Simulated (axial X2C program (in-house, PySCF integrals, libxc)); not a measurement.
# BTe⁺ at several levels of theory

All values were computed with an axial X2C code built on PySCF integrals. Spin-free means the one-electron spin-free X2C Hamiltonian; two-component (2c) means X2C with spin–orbit coupling and atomic mean-field two-electron Coulomb and Gaunt terms, so the difference of the two also holds small scalar two-electron terms. Basis: Te dyall-cv3z [11s12p8d4f1g], B dyall-v3z [7s6p2d1f] (cores contracted in-house); Gaussian nuclei, density fitting, unrestricted open shells. Masses: Te 129.906 u, B 11.009 u.

State, spin-free: M_S = 1, Λ = 1 (beyond evenly filled blocks: σα, π+α, π+β, π-α); electrons by block: σα: 13, σβ: 12, π+α: 6, π+β: 6, π-α: 6, π-β: 5, δ+α: 2, δ+β: 2, δ-α: 2, δ-β: 2. Fragments: Te + B+ for PBE0, MP2, CCSD, CCSD(T), B97-3; Te+ + B for HF.

State, 2c: Ω = 2 (⟨Sz⟩ = 0.99, ⟨Lz⟩ = 1.01 at PBE0); electrons by block: 1/2: 19, -1/2: 18, 3/2: 8, -3/2: 7, 5/2: 2, -5/2: 2. Fragments: Te + B+ for PBE0, CCSD, B97-3; Te+ + B for HF.

```
Hamiltonian    level  Re (Å)  ωe (cm⁻¹)  αe (cm⁻¹)  De (eV)  k (mdyn/Å)  μ (D)
  spin-free     PBE0   2.052      674.8    0.00341     3.06        2.72   2.49
  spin-free       HF   2.071      616.2    0.00466     1.39        2.27   3.44
  spin-free      MP2   2.043      718.2    0.00332     2.53        3.08    n/a
  spin-free     CCSD   2.072      639.0    0.00369     2.14        2.44    n/a
  spin-free  CCSD(T)   2.076      653.1        n/a     2.35        2.55    n/a
  spin-free    B97-3   2.060      659.7    0.00353     2.93         2.6   2.43
         2c     PBE0   2.058      661.4    0.00358     3.03        2.62   2.50
         2c       HF   2.076      597.0    0.00526     1.55        2.13   3.44
         2c     CCSD   2.080      618.7    0.00399     2.06        2.29    n/a
         2c    B97-3   2.067      644.4    0.00374     2.86        2.48   2.44
```

Correlated methods: 8 electrons correlated (number of frozen shells: Te 4 s, 3 p, 2 d; B 1 s), 230 virtual spin orbitals or spinors in MP2, 90 natural virtuals in coupled cluster.

Dipoles are positive if B is the positive end and refer to the centre of mass.

Occupations by symmetry block were frozen at the best pattern of an incomplete PBE0 search. De is counted from the lowest determinant-based energies of the atoms at the same level, without counterpoise correction. Density functionals use the spin component along the axis (collinear). CCSD and (T) use frozen natural virtuals with an MP2 correction for the truncation; (T) itself is uncorrected, so its De runs slightly low. Other states lie close and PBE0, whose exact exchange favours high spin, may order them wrongly; the determinant shown need not be the ground state. The nearest other spin-free determinant of the search, M_S = 0, Λ = 1, lies 0.10 eV up at the distance of the search. The functionals have no current-density term, which raises determinants with orbital currents, atoms included. With several unpaired electrons one determinant need not be a pure state. Open-shell Ω = 0 determinants with evenly filled partner blocks cannot be reached by this program, so the Ω shown need not be the lowest component. With the outer-core shells frozen, correlated bond lengths of heavy atoms tend to come out a few hundredths of an ångström too long.

No reliable constants came from CCSD(T) (2c), MP2 (2c): no minimum in range, unconverged points, a curve that is not smooth, a change of character along it, or the two Hamiltonians disagreeing along it.

Rough cost a point (2c) on 1 thread(s) of a shared host, integrals apart: PBE0 0.6 s, HF 0.5 s, B97-3 0.6 s.

The whole task took 110 s on 1 thread of Arm Neoverse V1, with other jobs on the host.
